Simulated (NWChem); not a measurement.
System: BNH3OF; SMILES NB(O)F

NWChem input:

```
start job
memory heap 200 mb stack 900 mb global 1100 mb
geometry units angstroms noautoz
  B     -0.006575    -0.020499     0.000000
  F      1.250051    -0.538248     0.000000
  O     -1.089678    -0.866088     0.000000
  H     -0.802157    -1.795029     0.000000
  N     -0.178463     1.378978     0.000000
  H     -1.097295     1.815684     0.000000
  H      0.606853     2.025087     0.000000
end
basis spherical
  B library def2-svp
  F library def2-svp
  O library def2-svp
  H library def2-svp
  N library def2-svp
end
dft
  xc scan
  grid coarse
  iterations 150
  mulliken
end
task dft gradient
```

Parts of the log:

```
             Northwest Computational Chemistry Package (NWChem) 7.3.0
             --------------------------------------------------------

 CS  symmetry detected

                             Geometry "geometry" -> ""
                             -------------------------

 Output coordinates in angstroms (scale by  1.889725989 to convert to a.u.)

  No.       Tag          Charge          X              Y              Z
 ---- ---------------- ---------- -------------- -------------- --------------
    1 B                    5.0000    -0.00669369    -0.01439355     0.00000000
    2 F                    9.0000     1.19406324    -0.65106906     0.00000000
    3 O                    8.0000    -1.16638933    -0.75144096     0.00000000
    4 H                    1.0000    -0.96991522    -1.70380520     0.00000000
    5 N                    7.0000    -0.04263787     1.39514162     0.00000000
    6 H                    1.0000    -0.91500535     1.91853379     0.00000000
    7 H                    1.0000     0.80139963     1.96239708     0.00000000

 Effective nuclear repulsion energy (a.u.)     113.6224072400

      Symmetry information
      --------------------

 Group name             Cs
 Group number              2
 Group order               2
 No. of unique centers     7

                                 NWChem DFT Module
                                 -----------------

 Summary of "ao basis" -> "ao basis" (spherical)
 ------------------------------------------------------------------------------
       Tag                 Description            Shells   Functions and Types
 ---------------- ------------------------------  ------  ---------------------
 B                          def2-svp                 6       14   3s2p1d
 F                          def2-svp                 6       14   3s2p1d
 O                          def2-svp                 6       14   3s2p1d
 H                          def2-svp                 3        5   2s1p
 N                          def2-svp                 6       14   3s2p1d

      Symmetry analysis of basis
      --------------------------

        a'         52
        a"         19

            General Information
            -------------------
          SCF calculation type: DFT
          Wavefunction type:  closed shell.
          No. of atoms     :     7
          No. of electrons :    32
           Alpha electrons :    16
            Beta electrons :    16
          Charge           :     0
          Spin multiplicity:     1
          Use of symmetry is: on ; symmetry adaption is: on
          Maximum number of iterations: 150
          AO basis - number of functions:    71
                     number of shells:    33
          Convergence on energy requested:  1.00D-06
          Convergence on density requested:  1.00D-05
          Convergence on gradient requested:  5.00D-04

              XC Information
              --------------
                         SCAN Method XC Functional
                  SCAN metaGGA Exchange Functional  1.000
                        SCAN Correlation Potential  1.000

             Grid Information
             ----------------
          Grid used for XC integration:  coarse
          Radial quadrature: Mura-Knowles
          Angular quadrature: Lebedev.
          Tag              B.-S. Rad. Rad. Pts. Rad. Cut. Ang. Pts.
          ---              ---------- --------- --------- ---------
          B                   0.85       35           7.0       302
          F                   0.50       35           9.0       302
          O                   0.60       35           9.0       302
          H                   0.35       35          10.0       302
          N                   0.65       35           9.0       302
          Grid pruning is: on
          Number of quadrature shells:   245
          Spatial weights used:  Erf1

      Superposition of Atomic Density Guess
      -------------------------------------

 Sum of atomic energies:        -254.22967852

      Non-variational initial energy
      ------------------------------

 Total energy =    -255.725138
 1-e energy   =    -574.530532
 2-e energy   =     205.182987
 HOMO         =      -0.370723
 LUMO         =       0.072518

      Symmetry analysis of molecular orbitals - initial
      -------------------------------------------------

  Numbering of irreducible representations:

     1 a'          2 a"

  Orbital symmetries:

     1 a'          2 a'          3 a'          4 a'          5 a'
     6 a'          7 a'          8 a'          9 a'         10 a'
    11 a"         12 a'         13 a'         14 a'         15 a"
    16 a"         17 a'         18 a'         19 a"         20 a'
    21 a'         22 a'         23 a'         24 a"         25 a'
    26 a'

     ---------------------------------------------
      Total Density - Mulliken Population Analysis
     ---------------------------------------------

    Atom       Charge   Shell Charges
 -----------   ------   -------------------------------------------------------
    1 B    5     4.35   1.99  0.73  0.08  1.11  0.23  0.21
    2 F    9     9.41   1.99  1.15  0.74  3.50  2.03  0.00
    3 O    8     8.56   1.99  1.10  0.58  3.07  1.80  0.01
    4 H    1     0.65   0.52  0.07  0.06
    5 N    7     7.54   1.99  1.01  0.38  2.61  1.55  0.01
    6 H    1     0.74   0.58  0.12  0.05
    7 H    1     0.74   0.58  0.12  0.05

   convergence    iter        energy       DeltaE   RMS-Dens  Diis-err
 ---------------- ----- ----------------- --------- --------- ---------
 d= 0,ls=0.0,diis     1   -256.2714087152 -3.70D+02  1.51D-02  7.49D-01
 d= 0,ls=0.0,diis     2   -256.2450816260  2.63D-02  7.78D-03  1.26D+00
 d= 0,ls=0.0,diis     3   -256.3537816319 -1.09D-01  1.25D-03  2.40D-02
 d= 0,ls=0.0,diis     4   -256.3552686380 -1.49D-03  6.37D-04  5.87D-03
 d= 0,ls=0.0,diis     5   -256.3558362286 -5.68D-04  1.53D-04  4.95D-04
  Resetting Diis
 d= 0,ls=0.0,diis     6   -256.3558884517 -5.22D-05  2.49D-05  3.62D-06
 d= 0,ls=0.0,diis     7   -256.3558884717 -2.00D-08  3.34D-05  3.83D-06
 d= 0,ls=0.0,diis     8   -256.3558877215  7.50D-07  2.16D-05  1.26D-05
 d= 0,ls=0.0,diis     9   -256.3558888046 -1.08D-06  7.68D-07  4.74D-09
 d= 0,ls=0.0,diis    10   -256.3558888048 -2.81D-10  3.16D-07  2.05D-09

         Total DFT energy =     -256.355888804831
      One electron energy =     -578.380142621491
           Coulomb energy =      239.554778221705
    Exchange-Corr. energy =      -31.152931645054
 Nuclear repulsion energy =      113.622407240008

 Numeric. integr. density =       31.999990885810

                  Occupations of the irreducible representations
                  ----------------------------------------------

                     irrep           alpha         beta
                     --------     --------     --------
                     a'               13.0         13.0
                     a"                3.0          3.0

                       DFT Final Molecular Orbital Analysis
                       ------------------------------------

 Vector   14  Occ=2.000000D+00  E=-3.173467D-01  Symmetry=a'
              MO Center= -3.4D-01, -6.6D-01, -4.7D-16, r^2= 2.0D+00
   Bfn.  Coefficient  Atom+Function         Bfn.  Coefficient  Atom+Function
  ----- ------------  ---------------      ----- ------------  ---------------
    32      0.473396  3 O  px                19     -0.309899  2 F  py
    35      0.296536  3 O  px                18     -0.292018  2 F  px
    22      0.222620  2 F  py                21      0.185821  2 F  px
    31     -0.153488  3 O  s                 30     -0.116534  3 O  s
     4      0.115876  1 B  px                43      0.104578  4 H  s

 Vector   15  Occ=2.000000D+00  E=-3.066731D-01  Symmetry=a"
              MO Center= -5.5D-01, -5.4D-01,  2.0D-17, r^2= 1.8D+00
   Bfn.  Coefficient  Atom+Function         Bfn.  Coefficient  Atom+Function
  ----- ------------  ---------------      ----- ------------  ---------------
    34      0.514225  3 O  pz                37      0.374175  3 O  pz
    20      0.314839  2 F  pz                23     -0.230408  2 F  pz
     6     -0.151272  1 B  pz                53     -0.146055  5 N  pz
    56      0.103484  5 N  pz                 9      0.062131  1 B  pz
    13      0.039845  1 B  d  1

 Vector   16  Occ=2.000000D+00  E=-2.375883D-01  Symmetry=a"
              MO Center= -1.9D-01,  9.7D-01,  7.7D-16, r^2= 1.7D+00
   Bfn.  Coefficient  Atom+Function         Bfn.  Coefficient  Atom+Function
  ----- ------------  ---------------      ----- ------------  ---------------
    53      0.533002  5 N  pz                56     -0.439657  5 N  pz
    34      0.269080  3 O  pz                37      0.211952  3 O  pz
     6      0.104921  1 B  pz                20     -0.100426  2 F  pz
    23      0.076226  2 F  pz                11     -0.041119  1 B  d -1
     9     -0.034729  1 B  pz

[...]

                         DFT ENERGY GRADIENTS

    atom               coordinates                        gradient
                 x          y          z           x          y          z
   1 B      -0.012649  -0.027200   0.000000   -0.001531  -0.000493   0.000000
   2 F       2.256452  -1.230342   0.000000    0.011031  -0.006291   0.000000
   3 O      -2.204156  -1.420018   0.000000   -0.011165   0.003956   0.000000
   4 H      -1.832874  -3.219725   0.000000    0.002034  -0.008353   0.000000
   5 N      -0.080574   2.636435   0.000000   -0.000199   0.003725   0.000000
   6 H      -1.729109   3.625503   0.000000   -0.005928   0.003527   0.000000
   7 H       1.514426   3.708393   0.000000    0.005759   0.003928   0.000000
```

Level: SCAN/def2-SVP. Structure relaxed at the PBE-D3(BJ)/def2-SVP level.
